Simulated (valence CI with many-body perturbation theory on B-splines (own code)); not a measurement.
Energy levels of Cr III

Computed by valence CI with perturbative core correlation (CI+MBPT): four valence electrons over a frozen Dirac-Fock core [Ar], a basis of 7 s, 7 p, 8 d, 6 f, 4 g, 1 h functions for each j, with the one-electron correlation potential Σ1, the two-electron term Σ2, the three-electron term Σ3, Breit, model QED; selected CI, second order for the rest, scaled by the run's own slope (own B-spline code, finite nucleus).

Set against measurement, 32 paired levels are off by 471 cm⁻¹ on average, the worst by 3389. Among the levels kept, up to 250 cm⁻¹ of a level comes from second order outside the variational space, and about a tenth of that is noise between levels of different J, which matters for small intervals. Only levels of the ground parity were solved; by the run's estimate the other parity begins above the list, which can be wrong where configurations are misplaced.

Levels 1 to 33 of 33, with energies above the lowest level, 3d4 5D_0. "Leading %" is the weight of the configuration and term that name the level; weights of strongly mixed levels are sums over their largest components and can fall short, so below about 35 % the name and the second component can differ from the true leading terms, or belong to a minority configuration. Lifetimes count E1, E2, E3, M1 and M2 decay at the calculated energies, and are blank where another channel may lead or the interval is too uncertain; long ones can be off by a factor of two.

```tsv
No.	Configuration	Term	J	E (cm⁻¹)	Leading %	Second component	Lifetime
1	3d4	5D	0	0.0	99		
2	3d4	5D	1	62.5	99		75700 s
3	3d4	5D	2	181	99		10500 s
4	3d4	5D	3	351	99		4400 s
5	3d4	5D	4	565	99		3760 s
6	3d4	3H	4	16524	98		16100 s
7	3d4	3H	5	16642	98		22600 s
8	3d4	3H	6	16771	99		19500 s
9	3d4	3P	0	17179	98		4.94 s
10	3d4	3P	1	17563	98		5.76 s
11	3d4	3P	2	18226	98		8.93 s
12	3d4	3F	2	18440	98		19.9 s
13	3d4	3F	3	18492	96		9.73 s
14	3d4	3F	4	18561	96		7.03 s
15	3d4	3G	3	20335	96		
16	3d4	3G	4	20480	96		
17	3d4	3G	5	20613	98		
18	3d4	1I	6	24900	98		
19	3d4	1G	4	25032	98		
20	3d4	3D	3	25900	98		
21	3d4	3D	2	25953	98		12.5 s
22	3d4	3D	1	26015	98		
23	3d4	1S	0	28182	98		
24	3d4	1D	2	32299	98		5.73 s
25	3d4	1F	3	36951	98		
26	3d4	3F	4	43238	97		296 ms
27	3d4	3F	2	43243	97		284 ms
28	3d4	3F	3	43266	97		292 ms
29	3d4	3P	2	43706	97		
30	3d4	3P	1	44161	97		
31	3d4	3P	0	44380	97		
32	3d3 4s	5F	1	46104	98		14.9 ms
33	3d3 4s	5F	2	46242	98		14.8 ms
```

The ionisation energy to 3d3 4F_3/2 of the next ion comes out as 30.428 eV (NIST: 30.959 ± 0.025 eV (measured), further off than twice its uncertainty). All 33 levels together are meant to be complete up to 46262 cm⁻¹.
